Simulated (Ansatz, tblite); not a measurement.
Removing and adding an electron: In7As7. The state is a singlet with charge 0. Geometry: PBE-D4/def2-SVP. Ansatz, gas phase; energy differences of separate SCF runs; the oxidised species was run as a doublet alone; the reduced species was run as a doublet alone.

```xyz
14

In    0.164   -1.346   -1.730
In   -0.187    2.054    1.326
In   -1.403   -2.562    0.739
In    1.377   -0.823    1.615
In    3.816   -1.009   -1.103
In   -2.455    0.460   -0.341
In    0.341    3.241   -2.086
As   -0.119    0.415    3.479
As    1.186   -3.044    0.221
As    1.732    0.655   -2.392
As   -2.076   -0.487    2.279
As   -2.008    2.991   -0.351
As   -2.520   -1.811   -1.663
As    2.152    1.267    0.006
```

In the def2 sets In takes a core potential; there is no spin–orbit coupling. The xTB rows come from tblite. Single mean-field runs in def2-TZVP are fitted with def2-universal-jkfit.

```
            level  −HOMO (eV)  vertical IE (eV)  −LUMO (eV)  vertical EA (eV)  HOMO–LUMO gap (eV)  IE − EA (eV)
         GFN1-xTB        7.41              8.90        6.50              5.10                0.90          3.80
         GFN2-xTB        7.77              9.42        7.00              5.40                0.76          4.03
PBE0-D4/def2-TZVP        5.16              6.22        3.34              2.33                1.83          3.89
```

Task: Estimate the rows for HF/def2-TZVP, PBE-D4/def2-TZVP.

Result: 
```json
{"level": "HF/def2-TZVP", "−HOMO (eV)": "6.38", "vertical IE (eV)": "5.31", "−LUMO (eV)": "0.94", "vertical EA (eV)": "1.67", "HOMO–LUMO gap (eV)": "5.43", "IE − EA (eV)": "3.65"}
{"level": "PBE-D4/def2-TZVP", "−HOMO (eV)": "4.54", "vertical IE (eV)": "6.12", "−LUMO (eV)": "3.80", "vertical EA (eV)": "2.30", "HOMO–LUMO gap (eV)": "0.74", "IE − EA (eV)": "3.81"}
```

Relaxing the oxidised species (PBE-D4/def2-SVP) changes its energy by -0.18 eV at PBE-D4/def2-TZVP, so the adiabatic ionisation energy to this nearest minimum is 5.93 eV. At PBE0-D4/def2-TZVP it is 6.00 eV.   Raw xTB energy differences between charge states are shifted by several eV; the methods need an empirical correction for them. Sets without diffuse functions give affinities that are too small.
